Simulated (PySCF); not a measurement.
The dipole of `S[C@@H]1CCCNCC1` from its density and from atomic charges.

Coordinates (GFN2-xTB, Å) and charges (e) from the PBE0/pcSseg-1 density (PySCF):

```
atom       x       y       z  Mulliken      IAO  Hirshfeld  ESP-fitted
  S1   2.729   0.594  -1.383   -0.0882  -0.0951    -0.0660     -0.3737
  C2   1.026   0.232  -0.794   -0.4121  -0.1709    -0.0199     +0.0653
  C3   0.470   1.460  -0.081   -0.1604  -0.2550    -0.0774     -0.1462
  C4  -1.047   1.429   0.085   -0.1790  -0.2573    -0.0754     +0.0085
  C5  -1.573   0.147   0.739   -0.0652  -0.1542    -0.0260     +0.0922
  N6  -1.436  -0.966  -0.187   -0.5033  -0.4296    -0.1590     -0.7971
  C7  -0.276  -1.814   0.001   -0.0141  -0.1462    -0.0260     +0.0724
  C8   1.033  -1.018   0.080   -0.1935  -0.2679    -0.0794     -0.0784
  H9   3.249   0.822  -0.178   +0.1221  +0.0790    +0.0447     +0.1903
 H10   0.468   0.043  -1.714   +0.1662  +0.1582    +0.0402     +0.1775
 H11   0.946   1.544   0.902   +0.1070  +0.1207    +0.0308     +0.0610
 H12   0.736   2.352  -0.653   +0.1338  +0.1453    +0.0317     +0.0318
 H13  -1.350   2.289   0.685   +0.1107  +0.1301    +0.0374     +0.0083
 H14  -1.518   1.515  -0.896   +0.1169  +0.1381    +0.0341     +0.0351
 H15  -2.633   0.292   0.966   +0.1147  +0.1370    +0.0426     +0.0476
 H16  -1.053  -0.035   1.690   +0.0974  +0.1068    +0.0284     +0.0429
 H17  -2.269  -1.542  -0.192   +0.1747  +0.2449    +0.1107     +0.3842
 H18  -0.241  -2.484  -0.864   +0.1164  +0.1374    +0.0390     +0.0671
 H19  -0.349  -2.440   0.910   +0.0989  +0.1026    +0.0245     +0.0330
 H20   1.233  -0.724   1.113   +0.1170  +0.1252    +0.0318     +0.0663
 H21   1.843  -1.680  -0.231   +0.1400  +0.1508    +0.0337     +0.0120
```

Question: Compute μ = Σ q r for each scheme (1 e·Å = 4.803 D) and compare with the dipole of the full density.

Answer: The full density gives (-1.76, -0.77, 2.09) D, 2.84 D in size; dipole vectors point from the negative to the positive end.

```csv
scheme,μx,μy,μz,size (D),share of the full size (%),angle to the full dipole (°)
Mulliken,-0.17,-0.05,2.31,2.32,81,38
IAO,-0.77,-0.37,1.20,1.47,52,7
Hirshfeld,-0.76,-0.41,0.58,1.04,37,14
ESP-fitted,-1.82,-0.80,2.15,2.93,103,0
```

Question: Which set comes closest?

Answer: Length of the difference vector: ESP-fitted 0.09 D, IAO 1.39 D, Mulliken 1.76 D, Hirshfeld 1.85 D. Closest: ESP-fitted. ESP charges are fitted to the potential around the molecule, whose slowest-falling term is the dipole's. The schemes that divide the density aren't constrained to reproduce the dipole.

Question: What is left for the Hirshfeld atoms' own dipoles?

Answer: The Hirshfeld atoms' densities add up to the full density, so μ = Σ q r + Σ (atomic dipoles). The atomic dipoles sum to (-1.76, -0.77, 2.09) − (-0.76, -0.41, 0.58) = (-1.00, -0.36, 1.51) D, 1.85 D in size.

Question: With the origin at the mean of the coordinates, (0.000, 0.001, 0.000) Å, which are the largest single terms, by size, of the Hirshfeld dipole along the direction of the full one?

Answer: S1 +0.91, H17 +0.90, N6 -0.78, H9 -0.51, H15 +0.46 D; all 21 atoms together +1.01 D. The single terms depend on the origin, their sum doesn't.

Question: Give the size of the full dipole in other units.

Answer: 2.84 D = 1.118 au = 0.592 e·Å = 9.48 × 10⁻³⁰ C·m.

One conformer (not necessarily the lowest) at the GFN2-xTB geometry, without solvent, vibrations or thermal averaging.

These values come from a run that also computed NMR shieldings. Hardware: one thread of an Arm Neoverse V2 (shared host). Cost: 43 s wall.
